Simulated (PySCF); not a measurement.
Harmonic spectrum computed at PBE0 in the def2-TZVP basis family (core potentials from Rb on, PySCF, no spin–orbit coupling):

| ω (cm⁻¹) | IR (km/mol, summed over degenerate members) | degeneracy |
| --- | --- | --- |
| 490 | 200 | 2 |
| 641 | 125 | 1 |
| 1989 | 233 | 1 |

Question: Which molecule gave it? In each, all ligands are bound to the one heavy central atom.
A. CoHF (quartet)
B. SiHF (singlet)
C. InHF (doublet)
D. OHF (singlet)
E. CuHF (doublet)

Answer: E. It has C∞v symmetry with Cu–F 1.754 Å, Cu–H 1.483 Å.
